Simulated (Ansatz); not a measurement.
Ansatz (an electronic-structure program) input (PBE0/def2-QZVPP):
A basis named .json is the Basis Set Exchange file of that set.

Ansatz 0.2 input:
```yaml
crystal:
  periodic: [false, false, false]
  atoms:
    - {symbol: Si, position_ang: [0.00510421, 0.00435377, 0.85536082]}
    - {symbol: Br, position_ang: [1.04707150, -1.56691927, -0.16935531]}
    - {symbol: Br, position_ang: [-1.04911318, 1.56517777, -0.17278902]}
basis:
  gaussian:
    orbitals: def2-QZVPP.json
hamiltonian:
  xc: {name: PBE0}
total_charge: 1
magnetization: {spin_polarized: true, initial_magnetization: 1}
```

Output:

```
Functional definition: PBE0
integrals: 0.22 GiB planned
1475 factors; their error is unknown
mean field: 2.10 GiB planned
mean field evaluation 1: about -147944.7314 eV, gradient 1.7e1 eV
mean field evaluation 2: about -147944.5029 eV, gradient 2.2e1 eV
mean field evaluation 4: about -147946.2751 eV, gradient 1.6e0 eV
mean field evaluation 8: about -147946.2887 eV, gradient 3.7e-2 eV
mean field evaluation 16: about -147946.6533 eV, gradient 2.0e-4 eV
mean field -147946.65334314 eV, -5436.9392285169 hartree, gradient 3.0e-5 eV, S^2 0.756258; 0 other end points of the search recorded, 0 dependent functions left out
reference -147946.65337122 eV, -5436.9392295489 hartree; 42, 41 occupied and 206, 207 virtual orbitals, 1475 factors
Total energy: -147946.65337122 eV, -5436.9392295489 hartree
```
